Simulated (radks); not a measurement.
Cs IV, configuration [Kr] 4d9.75 5s2 5p4 5d0.25 (fractional occupations, a model configuration). All-electron calculation, scalar-relativistic Kohn-Sham, PW91, spin-polarised, spherical densities, point nucleus; open shells are filled with parallel spins first (spin-orbit coupling, left out, can overturn this in heavy ions). Program: a radial shooting solver on a logarithmic mesh with Libxc functionals.

Normalised radial functions P(r) = r R(r), r in bohr:

```
   r/bohr * 5s down, o 5p down (the largest magnitude, 0.925, reaches the edge; | marks zero, & curves that meet)
 0.003372                             o *
 0.004534                             o  *
 0.006047                             o  *
 0.008066                             |o  *
  0.01076                             |o  *
  0.01446                             | o *
  0.01929                             | o*
  0.02573                             | *o
  0.03459                            *|    o
  0.04614                         *   |     o
  0.06154                       *     |     o
  0.08207                       *     |   o
   0.1103                          *  |o
   0.1472                         o   |  *
   0.1963                     o       |        *
   0.2639                      o      |       *
    0.352                           * |o
   0.4695                 *           |         o
   0.6262                *            |           o
   0.8419                             | &
    1.123                o            |                   *
    1.498     o                       |                          *
    2.013      o                      |                    *
    2.685               o             |         *
    3.582                       o     |  *
    4.777                            o*
    6.423                             &
    8.566                             &
```

5s down: eigenvalue -54.167 eV, 4 radial nodes at r = 0.0323, 0.128, 0.339, 0.820 bohr, <r> = 1.65 bohr, 90 % of the charge inside 2.37 bohr. 5p down: eigenvalue -39.410 eV, 3 radial nodes at r = 0.114, 0.342, 0.882 bohr, <r> = 1.90 bohr, 90 % of the charge inside 2.75 bohr.
